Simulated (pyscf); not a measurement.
**•H₂C–CH(F)–Cl, doublet**

Gas-phase minimum from PySCF at ωB97X-D3(BJ)/def2-SVP, one conformer. •H₂C–CH(F)–Cl lies 6.0 kcal/mol over its isomer H₃C–C•(F)–Cl, and others may lie lower still (electronic energy, ωB97M-D3(BJ)). 

SMILES: [CH2]C(F)Cl
```xyz
7

C     -0.1950     0.4666     0.3812
C     -0.8148    -0.4018    -0.6328
F     -0.8467    -1.6960    -0.2255
Cl    -2.5246     0.1384    -0.9225
H     -0.3364     0.2173     1.4360
H      0.1697     1.4548     0.0935
H     -0.3285    -0.3456    -1.6185
```
Charge 0, spin multiplicity 2.

Bonds (Å): C1–C2 1.472, C1–H5 1.093, C1–H6 1.092, C2–F3 1.357, C2–Cl4 1.816, C2–H7 1.101. Bond angles (°): C2–C1–H5 118.4, C2–C1–H6 119.5, H5–C1–H6 120.3, C1–C2–F3 111.5, C1–C2–Cl4 109.3, C1–C2–H7 113.6, F3–C2–Cl4 108.0, F3–C2–H7 109.1, Cl4–C2–H7 104.9.

Properties at ωB97X-D3(BJ)/def2-SVP:

```
Quantity                                                                                                                                                                                                Value
---------------------------------------------------------------------------------------------------------------------  --------------------------------------------------------------------------------------
Harmonic wavenumbers, unscaled                                                                                         221, 303, 385, 480, 591, 712, 916, 1132, 1174, 1261, 1387, 1451, 3142, 3189, 3320 cm⁻¹
Zero-point energy                                                                                                                                                                               28.1 kcal/mol
Rotational symmetry number                                                                                                                                                                                  1
Entropy of this conformer at 298 K and 1 atm, rigid rotor and harmonic oscillator, modes under 100 cm⁻¹ raised to 100                                                                         300.3 J/(mol K)
Dipole moment                                                                                                                                                                                          2.02 D
Spin expectation value S2                                                                                                                                                                               0.754
```

Single-point totals, which compare only within one level (frozen core for MP2 and CC):

| level | total energy (hartree) |
|---|---|
| ωB97X-D3(BJ)/def2-TZVP | -638.12879 |
| PBE/def2-TZVP | -637.69404 |
| r²SCAN/def2-TZVP | -637.96537 |
| B3LYP-D3(BJ)/def2-TZVP | -638.10583 |
| PBE0-D3(BJ)/def2-TZVP | -637.74334 |
| M06-2X/def2-TZVP | -637.99010 |
| ωB97M-D3(BJ)/def2-TZVP | -638.16446 |
| UHF/def2-TZVPP | -636.45476 |
| MP2/def2-TZVPP | -637.20035 |
| CCSD/def2-TZVPP | -637.23779 |
| CCSD(T)/def2-TZVPP | -637.26734 |

The CCSD(T) − MP2 part came from Ansatz, without density fitting, on the same reference.
